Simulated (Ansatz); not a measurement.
Molecule: sum formula SiN3H6, charge 0, multiplicity 2. It need not be the lowest isomer of its formula. 
Structure (B3LYP-D3(BJ)/def2-TZVP (Ansatz, a first-principles code) minimum search):
```xyz
10

N      0.4682     1.3125    -0.8422
Si    -0.0709     0.1886     0.3602
N      1.1467    -1.0327     0.5191
N     -1.5038    -0.5755    -0.2418
H      0.9933     2.1327    -0.5825
H     -0.1408     1.4960    -1.6262
H      1.2697    -1.5280     1.3884
H      2.0280    -0.8874     0.0483
H     -2.4153    -0.1996    -0.0321
H     -1.5206    -1.5840    -0.2852
```
Charge 0, spin multiplicity 2.

Basis-set convergence of Hartree-Fock and MP2 correlation energies (hartree) with Ansatz. Cores are frozen in the correlated levels unless marked. Open shells are spin-unrestricted. Spin-orbit coupling is left out. No relativistic terms.

```tsv
basis	functions	E(HF)	E(corr, MP2)
cc-pV(D+d)Z	95	-455.83299	-0.59543
cc-pV(T+d)Z	213	-455.91736	-0.74855
cc-pV(Q+d)Z	409	-455.93584	-0.80325
```

Extrapolating the two largest sets (X = 3 and 4) as X^-3: E(corr) = (64·(-0.80325) - 27·(-0.74855))/37 = -0.8432 Eh, an estimate of the basis-set limit. The largest set recovers 95.3 % of it, the smallest 70.6 %.
